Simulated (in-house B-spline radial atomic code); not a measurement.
Whole-atom quantities along the 61-electron series, configuration [Kr] 4d10 4f13 5s2. Breit and QED terms are first order and not part of the total energy; the density at the nucleus is averaged over the nuclear charge. Computed with a B-spline radial code for spherical atoms: Dirac-Hartree-Fock, average of the configuration, finite nuclei.

```csv
ion,Z,E/Z² (Eh),Σ<r²> (bohr²),n(0)/Z³ (bohr⁻³),Lamb diamagnetic shielding (ppm),repulsion over attraction,Breit energy (eV),self-energy (eV),vacuum polarisation (eV),Dirac less non-relativistic energy (Eh)
Ta12+,73,-2.922,13.446,3.1046,9321.69,0.13801,436.59,361.76,-64.282,-816.08
W13+,74,-2.9404,12.605,3.2272,9511.73,0.1366,457.72,381.16,-68.708,-867.87
Re14+,75,?,?,?,?,?,?,?,?,?
Os15+,76,-2.977,11.175,3.4883,9897.28,0.13375,502.23,422.6,-78.398,-979.52
Ir16+,77,-2.9951,10.561,3.6376,10093,0.13232,525.67,444.7,-83.711,-1039.64
Pt17+,78,-3.0132,10.001,3.7865,10290.8,0.13089,549.9,467.78,-89.343,-1102.73
Au18+,79,?,?,?,?,?,?,?,?,?
Hg19+,80,?,?,?,?,?,?,?,?,?
Tl20+,81,-3.0669,8.5848,4.2903,10897.8,0.1266,627.66,543.34,-108.45,-1311.3
Pb21+,82,-3.0848,8.1835,4.4741,11104.9,0.12518,655.34,570.79,-115.62,-1387.69
Bi22+,83,-3.1025,7.8112,4.6701,11314.7,0.12376,683.93,599.45,-123.25,-1467.77
```

Task: Fill in the row of Re14+.

Result: E/Z² (Eh): -2.9588; Σ<r²> (bohr²): 11.853; n(0)/Z³ (bohr⁻³): 3.3588; Lamb diamagnetic shielding (ppm): 9703.59; repulsion over attraction: 0.13518; Breit energy (eV): 479.59; self-energy (eV): 401.43; vacuum polarisation (eV): -73.412; Dirac less non-relativistic energy (Eh): -922.33.

Task: Fill in the row of Au18+.

Result: E/Z² (Eh): -3.0312; Σ<r²> (bohr²): 9.4892; n(0)/Z³ (bohr⁻³): 3.9473; Lamb diamagnetic shielding (ppm): 10490.9; repulsion over attraction: 0.12946; Breit energy (eV): 574.97; self-energy (eV): 491.88; vacuum polarisation (eV): -95.332; Dirac less non-relativistic energy (Eh): -1168.96.

Task: Fill in the row of Hg19+.

Result: E/Z² (Eh): -3.0491; Σ<r²> (bohr²): 9.0187; n(0)/Z³ (bohr⁻³): 4.1116; Lamb diamagnetic shielding (ppm): 10693.1; repulsion over attraction: 0.12803; Breit energy (eV): 600.88; self-energy (eV): 517.05; vacuum polarisation (eV): -101.69; Dirac less non-relativistic energy (Eh): -1238.42.

Task: With what power of Z does the column «Breit energy (eV)» change over this range?

Result: A fit of the logarithm of its size against log Z from Z = 73 to 83 has slope 3.50.
